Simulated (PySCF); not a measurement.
Pd(PF3)2 (singlet state).
Geometry (PBE0-D3(BJ)/def2-SVP, Å), atoms numbered from 1 in this order:
```
atom  x, y, z in Å
Pd1    0.5010   -0.6121   -0.0318
P2     0.0743   -0.2144    2.1038
F3    -1.0785    0.8371    2.3855
F4     1.1754    0.4255    3.0521
F5    -0.4340   -1.3515    3.0898
P6     0.1080    0.0127   -2.1194
F7    -1.2085   -0.5087   -2.8350
F8     1.1172   -0.2229   -3.3245
F9    -0.1222    1.5649   -2.3462
```

Computed, not measured: PBE0-D3(BJ)/def2-SVP geometry optimisation, gas phase, def2 core potentials past Kr (PySCF 2.14.0).

**Question.** Which atoms are bound to Pd1, and at what distances?

**Answer.** 2 atoms: P2 2.214 Å, P6 2.214 Å. The nearest atom not counted as bound is F3, at 3.23 Å (others tie with it).

**Question.** What is the shape at Pd1?

**Answer.** Bent: angle 145.5°.

**Question.** What are the other bond lengths?

**Answer.** P2–F3 and 5 like bonds 1.587 Å.

**Question.** Give some angles away from the centre.

**Answer.** Pd1–P2–F3 115.5°, Pd1–P2–F4 121.0°, F3–P2–F4 97.5°, Pd1–P6–F7 118.7°, Pd1–P6–F8 124.1°.

Point group: near C2, missed by 0.29 Å at most; the miss may be what the optimiser left on a soft mode. Charge 0, singlet. No frequency check.
